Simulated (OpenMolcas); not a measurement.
## Cu3+: moving or changing the point charges

Cu3+ among 6 point charges of -2.2 e arranged as a trigonal prism (D3h), 1.8 Å from the ion, with a polar angle of 54.5° against the regular 49.1°.

```json
{"Program": "OpenMolcas", "Method": "CASSCF", "Basis": "ANO-RCC-VTZP [6s5p3d2f1g]", "Scalar Hamiltonian": "DKH2, point nucleus", "Active space": "8 electrons in 5 orbitals (3d)", "State averaging": "2S+1 = 3 even, 10 roots; 2S+1 = 1 even, 15 roots", "Spin-orbit coupling": "state interaction with AMFI integrals over the reference wave functions"}
```

Runs around this geometry, states (labels of D3, the rotations of D3h). Energies in cm-1 above the lowest state or level, χT in cm3 K/mol.

| R (Å) | q (e) | Polar angle / regular | Ground state | First state of that spin | First gap with spin-orbit (degeneracies) | χT at 300 K | First state of another spin |
| --- | --- | --- | --- | --- | --- | --- | --- |
| 1.8 | -2.2 | 1.02 | 3A2 | 3A1 1361 | 247.5 (1, 2) | 2.483 | 1E 20335 |
| 1.8 | -1.43 | 1.11 | 3A2 | 3A1 650.8 | 198.0 (1, 2) | 3.309 | 1E 19343 |
| 1.8 | -2.2 | 1.11 | 3A1 | 3A2 5.3 | 577.6 (2, 1) | 3.332 | 1E 19146 |
| 1.99 | -2.2 | 1.11 | 3A2 | 3A1 645.1 | 192.8 (1, 2) | 3.337 | 1E 19329 |

The ground state changes within this set.

Without dynamic correlation the repulsion within the d shell is too large (B by tens of per cent), so at a given field states of lower spin stand too high. Spin-orbit coupling mixes the spin-free states strongly: the lowest level takes only 70 % from its leading state, 3A2 (figures for R = 1.8, q = -1.43, ratio = 1.11; the like holds for R = 1.8, q = -2.2, ratio = 1.11, R = 1.99, q = -2.2, ratio = 1.11). The ground term spreads over less than 5000 cm-1, several times less than with real ligands, so orbital moments are less quenched and χT lies further from the spin-only value than at real sites (holds for R = 1.8, q = -1.43, ratio = 1.11; R = 1.8, q = -2.2, ratio = 1.11; R = 1.99, q = -2.2, ratio = 1.11). Point charges carry no covalency, so the field is a model and not that of real ligands. No measured value stands beside these numbers.
